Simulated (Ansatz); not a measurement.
Molecule: C2HCl2F3, net charge 0, singlet state. 
Geometry from a B3LYP-D3(BJ)/def2-TZVP (Ansatz, a program for electronic structure) optimisation:
SMILES: FC(F)(F)C(Cl)Cl
```xyz
8

F     -1.4915     1.0410    -0.9202
C     -0.9883    -0.0126    -0.2593
F     -1.4896    -1.1223    -0.8226
F     -1.4050     0.0442     1.0056
C      0.5437    -0.0165    -0.3771
Cl     1.2172    -1.4535     0.4159
Cl     1.2146     1.4872     0.2831
H      0.8028    -0.0639    -1.4299
```
Charge 0, spin multiplicity 1.

Dipole moments at this geometry, in debye (magnitudes).

```json
[
 {"level": "BHLYP/def2-TZVPD", "program": "Ansatz", "dipole (D)": "1.42"},
 {"level": "r2SCANh/def2-TZVPD", "program": "Ansatz", "dipole (D)": "1.30"},
 {"level": "HSE06/def2-TZVPD", "program": "Ansatz", "dipole (D)": "1.31"},
 {"level": "CAM-B3LYP/def2-TZVPD", "program": "Ansatz", "dipole (D)": "1.37"},
 {"level": "wB97M-V/def2-TZVPD", "program": "Ansatz", "dipole (D)": "___"},
 {"level": "CCSD(T)/aug-cc-pV(D+d)Z", "program": "Ansatz", "dipole (D)": "___"}
]
```

Problem. What belongs in the gaps?

Solution. 
- wB97M-V/def2-TZVPD, dipole (D): 1.33
- CCSD(T)/aug-cc-pV(D+d)Z, dipole (D): 1.30
